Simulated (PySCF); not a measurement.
Simulated absorption spectrum

Species: C6H6F4.
SMILES: `C=CC/C(=C/F)C(F)(F)F`

Computed with PySCF 2.14.0, density-fitted response routines, TDDFT PBE0/def2-SVPD, vertical, gas phase, core orbitals frozen in the response. The structure is a single GFN2-xTB conformer in the gas phase; no vibrational or solvent corrections. Torsions of this conformer, `[CH2:1]=[CH:2][CH2:3]/[C:4](=[CH:5]/[F:6])[C:7]([F:8])([F:9])[F:10]`: C1–C2–C3–C4 -116°, C2–C3–C4–C5 10°, C3–C4–C7–F8 -176°.

Computed states:

| state | E (eV) | f |
| --- | --- | --- |
| S1 | 6.47 | 0.011 |
| S2 | 6.78 | 0.021 |
| S3 | 7.28 | 0.226 |
| S4 | 7.51 | 0.032 |
| S5 | 7.67 | 0.078 |
| S6 | 7.70 | 0.403 |

Broadening: Gaussians 0.3 eV wide at half height, area fixed by f = 4.319×10⁻⁹ ∫ε dν̃. The width is an assumption, not a result. The curve ends short of the highest state used, and states not computed would add to its high-energy end.

**Question.** What does the envelope look like, and where are its maxima?

**Answer.** 
| E (eV) | ε (L mol⁻¹ cm⁻¹) |
| --- | --- |
| 6.02 | 2 |
| 6.07 | 7 |
| 6.11 | 19 |
| 6.16 | 52 |
| 6.21 | 126 |
| 6.25 | 227 |
| 6.30 | 412 |
| 6.35 | 646 |
| 6.39 | 834 |
| 6.44 | 1020 |
| 6.49 | 1123 |
| 6.53 | 1167 |
| 6.58 | 1242 |
| 6.63 | 1404 |
| 6.68 | 1642 |
| 6.72 | 1820 |
| 6.77 | 1910 |
| 6.82 | 1788 |
| 6.86 | 1579 |
| 6.91 | 1362 |
| 6.96 | 1522 |
| 7.00 | 2222 |
| 7.05 | 4195 |
| 7.10 | 7617 |

Maxima: 183 nm (6.77 eV), ε about 1900, made up of S2 (96%) (ε in L mol⁻¹ cm⁻¹; maxima over ε = 5, shares over 10%). At its high-energy end, 7.10 eV, the curve is still rising (ε about 7600, from S3).

**Question.** On this curve, what absorbance would a 10⁻⁵ mol/L sample give at 193 nm over a 1 cm path?

**Answer.** 193 nm is 6.424 eV, where ε is about 970 L mol⁻¹ cm⁻¹, so A = ε c l ≈ 0.0097 (Beer–Lambert, with the gas-phase spectrum and the assumed width).

**Question.** What would ε be at 6.77 eV, the highest of these maxima, with half the width (0.15 eV)?

**Answer.** About 3680 L mol⁻¹ cm⁻¹ against 1910, a factor of about 1.9; a lone state at its own centre would give exactly 2.

**Question.** Coming from long wavelengths, where does ε first pass 100 L mol⁻¹ cm⁻¹?

**Answer.** At about 200 nm (6.20 eV), 0.27 eV below S1.
